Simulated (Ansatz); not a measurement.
`N[SiH]([SeH])Br` + H–F → `N[SiH](F)Br` + H₂Se at 298.15 K and 1 bar (ligand exchange at the Si–Se bond).

Calculated with Ansatz (gas phase, PBE0-D4/def2-TZVP geometries, no zero-point term in ΔE). CCSD(T)/CBS adds triple-zeta CCSD(T) − MP2 to the extrapolated MP2 energy (def2 sets, frozen cores). This one scheme is used for every species. For Br, Se outer-core shells are correlated without core-valence functions, which leaves a few kJ/mol of doubt a bond. Scalar relativity is left out up to krypton. One conformer a species, not always the lowest.

```tsv
species	CCSD(T)/CBS energy (Eh)	H − E (kJ/mol)	S (J/(mol·K))
`N[SiH]([SeH])Br`	-5320.32482	139.4	361.1
H–F	-100.39570	33.5	173.6
`N[SiH](F)Br`	-3018.85213	120.7	329.0
H₂Se	-2401.89790	45.8	219.1
```

H − E and S are ideal-gas, rigid-rotor, harmonic terms from PBE0-D4/def2-TZVP, for one conformer and one mirror image of each species. 1 Eh = 2625.50 kJ/mol, R = 8.31446 J/(mol·K).

Q: By hand: ΔE, ΔH, ΔS and ΔG.

A: ΔE = (-3018.85213) + (-2401.89790) − (-5320.32482) − (-100.39570) = -0.02951 Eh = -77.5 kJ/mol. Δ(H − E) = 120.7 + 45.8 − 139.4 − 33.5 = -6.4, so ΔH = -83.9 kJ/mol. ΔS = 329.0 + 219.1 − 361.1 − 173.6 = 13.4 J/(mol·K). ΔG = -83.9 − 298.15 × (13.4)/1000 = -87.9 kJ/mol.

Q: By hand: the equilibrium constant, and the temperature at which ΔG would vanish if ΔH and ΔS stayed fixed.

A: log₁₀ K = −ΔG/(RT ln 10) = 15.4. ΔH and −TΔS have one sign here, so there is no such temperature.

The number of gas molecules stays the same, so ΔS is small and ΔH decides. A doubt of 5 kJ/mol in ΔE shifts log₁₀ K by 0.9 here. Other conformers and mirror images would add mixing entropy, several J/(mol·K) or more a flexible species. These are equilibria of isolated gas molecules and say nothing of rates. Largest T1 diagnostic: 0.009 (customary marks: 0.02 for closed shells, 0.045 for open ones).
